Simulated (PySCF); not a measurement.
An unknown shows these calculated signals:

¹H NMR (500 MHz, computed): δ 5.05 (m, 1H), 4.77 (m, 1H), 4.76 (m, 1H), 4.68 (m, 1H), 3.55 (d, 3H), 0.64 (m, 1H), 0.49 (d, 3H), 0.42 (m, 1H).

¹³C{¹H} NMR (computed): δ -4.0 (CH3), -10.5 (CH2).

PySCF 2.14.0 with density-fitted response routines calculation with GFN2-xTB geometry and NMR shieldings at PBE0/pcSseg-1/GIAO; a single conformation, equivalent nuclei averaged, non-relativistic Hamiltonian, in vacuum.

Scale: ¹H (σ = 31.72 ppm), ¹³C (σ = 186.93 ppm) against TMS (reference shieldings calculated alike).

Problem. Which of these does the molecule contain: a nitrile, a CH3CH2 unit, a Si–CH3 group, an NH or NH2 group, a Si–H bond?

Solution. 
- A nitrile: no.
- A CH3CH2 unit: no.
- A Si–CH3 group: yes (δC -4.0; δH 0.49 (d)).
- An NH or NH2 group: no.
- A Si–H bond: yes (δH 5.05 (m)).

The data belong to `C[Si@@H]1[SiH2]C[Si@H]1[SiH3]`, C2H12Si4; they needn't prove each group on their own.

Carbon signals by region: 2 below 50 ppm.

Shifts are as computed. Against solution values, carbons near 30 ppm lie about +3 ppm off and those near 130 ppm about +5 ppm. Of 1211 compounds with measured shifts, 218 miss one by over three times the rms of a fit or turn the order of signals round; such compounds aren't used in these exercises. Multiplicities follow the n + 1 count of equivalent neighbours, as no J values were calculated; m marks all less simple cases, F and P coupling included.
